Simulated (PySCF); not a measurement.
Compound: C5H6NP.
Bonds: C1–C2, C2–C3 (aromatic), C3–N4 (aromatic), N4–C5 (aromatic), C5–P6 (aromatic), P6–C7 (aromatic), C2–C7 (aromatic). Hydrogens: H8, H9, H10 on C1; H11 on C3; H12 on C5; H13 on C7.

Probes without a nucleus sit at each ring's centroid and 1 Å off its mean plane on both sides; NICS is minus the shielding there, NICSzz its component along the normal. Level: GIAO PBE0/pcSseg-1 (PySCF, non-relativistic, gas phase) on the GFN2-xTB geometry, one conformer.

Ring bond lengths (Å), with Mayer bond orders in brackets: C2–C3 1.397 (1.33), C3–N4 1.317 (1.51), N4–C5 1.311 (1.46), C5–P6 1.745 (1.31), P6–C7 1.738 (1.32), C7–C2 1.382 (1.46).

Task: Give the NICS values of each ring in ppm.

Result: 
```csv
ring,type,NICS(0),"NICS(1), two faces","NICS(1)zz, two faces",rms pucker (Å),"centre to ring atoms, mean (Å)"
C2–C3–N4–C5–P6–C7,6-membered ring with N and P; formal bonds all aromatic,-6.5,-10.6 / -10.6,-26.2 / -26.2,0.00,1.47
```

Task: What do they say, and how far can they be read as aromaticity?

Result: 
- C2–C3–N4–C5–P6–C7: mean NICS(1)zz -26.2 ppm, shielded.

Task: And the bond-length index? HOMA = 1 − mean of α(R − Ropt)² over the ring bonds, with Krygowski's 1993 parameters (CC: Ropt 1.388 Å, α 257.7 Å⁻²; CN: Ropt 1.334 Å, α 93.52 Å⁻²; CP: Ropt 1.698 Å, α 118.91 Å⁻²).

Result: 
- C2–C3–N4–C5–P6–C7: HOMA 0.91; the largest term is that of C5–P6, α(R − Ropt)² = 0.26.

Task: List the ring angles and the Hirshfeld charges of the ring atoms.

Result: 
- C2–C3–N4–C5–P6–C7: C2 120.5° (+0.011 e), C3 126.2° (+0.019 e), N4 122.1° (-0.152 e), C5 128.1° (-0.045 e), P6 98.0° (+0.086 e), C7 125.1° (-0.099 e); sum 720.0° against 720° for a flat convex ring.

On an Arm Neoverse N1 with one thread, shared host, this took 31 s of wall time. This is the whole shielding run at PBE0/pcSseg-1, SCF included.
